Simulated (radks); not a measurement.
Species: O. Configuration: [He] 2s2 2p4. All-electron calculation, scalar-relativistic Kohn-Sham, PBEsol, spin-unpolarised, spherical densities, finite nucleus; Fermi nuclear charge, rms radius 2.6991 fm. Program: a radial shooting solver on a logarithmic mesh with Libxc functionals. Some entries of the table are withheld. Estimate them.

orbital  occ.  eigenvalue (hartree)  <1/r> (bohr^-1)  <r^2> (bohr^2)
1s          2                   (1)              (2)             (3)
2s          2              -0.87495              (4)             (5)
2p          4                   (6)            1.105           2.133

Answer. 
(1) 1s eigenvalue (hartree): -18.84405
(2) 1s <1/r> (bohr^-1): 7.620
(3) 1s <r^2> (bohr^2): 0.05402
(4) 2s <1/r> (bohr^-1): 1.279
(5) 2s <r^2> (bohr^2): 1.589
(6) 2p eigenvalue (hartree): -0.32980
